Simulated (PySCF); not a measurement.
# Atomic charges by several schemes

Species: C7H13N3.
Cartesian coordinates in Å at the GFN2-xTB level; atoms count from 1:
```
atom  x, y, z in Å
C1    -2.3333   -0.3309    1.2004
C2    -1.9711    0.3489   -0.0658
C3    -2.6103    1.3153   -0.8148
N4    -1.8634    1.5727   -1.9032
N5    -0.8182    0.8374   -1.8762
N6    -0.8488    0.0816   -0.7815
C7     0.2304   -0.8073   -0.4613
C8     1.2908   -0.1252    0.4199
C9     1.9949    0.9796   -0.3614
C10    2.2937   -1.1639    0.9131
H11   -1.5567   -0.1964    1.9531
H12   -2.4683   -1.4011    1.0369
H13   -3.2646    0.0812    1.5800
H14   -3.5353    1.8221   -0.6338
H15   -0.1748   -1.6874    0.0461
H16    0.6860   -1.1134   -1.4060
H17    0.7861    0.3193    1.2857
H18    1.2743    1.6724   -0.7889
H19    2.5732    0.5519   -1.1771
H20    2.6681    1.5346    0.2873
H21    3.0577   -0.6891    1.5234
H22    2.7817   -1.6462    0.0693
H23    1.8030   -1.9291    1.5108
```

Density: PBE0/pcSseg-1 (PySCF); schemes: Mulliken, IAO, Hirshfeld and ESP-fitted. One conformer (not necessarily the lowest) at the GFN2-xTB geometry, without solvent, vibrations or thermal averaging.

Q: Which atoms carry the lowest charge in the Mulliken, IAO, Hirshfeld and ESP-fitted schemes?

A: The schemes don't all agree: Mulliken N6 (-0.522); IAO C1 (-0.433); Hirshfeld N4 (-0.151); ESP-fitted C9 (-0.867).

Q: For which atoms does the sign change between the 4 schemes (beyond +0.03 e in one, beyond −0.03 e in another)?

A: N6, C7, C8 and H17. Atomic charges aren't observables, and each scheme defines them in its own way.

Q: Give the atomic charges in each scheme.

A: In e:

| atom | environment | Mulliken | IAO | Hirshfeld | ESP-fitted |
| --- | --- | --- | --- | --- | --- |
| C1 | benzylic-type carbon | -0.134 | -0.433 | -0.112 | -0.656 |
| C2 | substituted aromatic carbon | +0.084 | +0.033 | +0.029 | +0.015 |
| C3 | aromatic CH next to a ring nitrogen | -0.028 | -0.136 | -0.057 | +0.001 |
| N4 | pyridine-type nitrogen | -0.241 | -0.193 | -0.151 | -0.308 |
| N5 | pyridine-type nitrogen | -0.031 | -0.129 | -0.075 | -0.327 |
| N6 | pyrrole-type nitrogen | -0.522 | +0.027 | +0.043 | +0.618 |
| C7 | sp3 carbon bound to nitrogen | +0.121 | -0.161 | -0.010 | -0.825 |
| C8 | sp3 CH carbon | -0.415 | -0.092 | -0.020 | +0.655 |
| C9 | methyl carbon | -0.212 | -0.423 | -0.123 | -0.867 |
| C10 | methyl carbon | -0.212 | -0.421 | -0.116 | -0.532 |
| H11 | methyl hydrogen | +0.139 | +0.154 | +0.049 | +0.193 |
| H12 | methyl hydrogen | +0.141 | +0.157 | +0.051 | +0.187 |
| H13 | methyl hydrogen | +0.140 | +0.167 | +0.059 | +0.219 |
| H14 | aromatic hydrogen | +0.077 | +0.165 | +0.057 | +0.129 |
| H15 | methylene hydrogen | +0.125 | +0.144 | +0.050 | +0.240 |
| H16 | methylene hydrogen | +0.135 | +0.165 | +0.054 | +0.237 |
| H17 | methine hydrogen | +0.130 | +0.125 | +0.033 | -0.034 |
| H18 | methyl hydrogen | +0.144 | +0.156 | +0.031 | +0.247 |
| H19 | methyl hydrogen | +0.105 | +0.137 | +0.040 | +0.207 |
| H20 | methyl hydrogen | +0.114 | +0.139 | +0.041 | +0.206 |
| H21 | methyl hydrogen | +0.121 | +0.146 | +0.045 | +0.127 |
| H22 | methyl hydrogen | +0.109 | +0.138 | +0.042 | +0.159 |
| H23 | methyl hydrogen | +0.111 | +0.135 | +0.039 | +0.111 |

Mean size of the charges over all atoms: ESP-fitted 0.309 e, IAO 0.173 e, Mulliken 0.156 e, Hirshfeld 0.058 e. Each set sums to the total charge, 0, to within 0.001 e. The Hirshfeld scheme weights the molecular density at each point by an atom's share of the summed free-atom densities.

Q: How closely do the schemes follow one another over all atoms?

A: Correlation coefficient and root-mean-square difference: IAO with Hirshfeld 0.93, 0.142 e; IAO with ESP-fitted 0.76, 0.275 e; Hirshfeld with ESP-fitted 0.72, 0.351 e; Mulliken with IAO 0.60, 0.175 e; Mulliken with Hirshfeld 0.56, 0.162 e; Mulliken with ESP-fitted 0.03, 0.434 e.

Q: Sum the charges by element.

A: 
| element | atoms | Mulliken | IAO | Hirshfeld | ESP-fitted |
| --- | --- | --- | --- | --- | --- |
| C | 7 | -0.796 | -1.633 | -0.409 | -2.210 |
| N | 3 | -0.794 | -0.295 | -0.183 | -0.017 |
| H | 13 | +1.590 | +1.929 | +0.592 | +2.227 |

These values come from a run that also computed NMR shieldings. Cost: about 2.2 min of CPU time on one thread; the machine was shared, so the figure is rough.
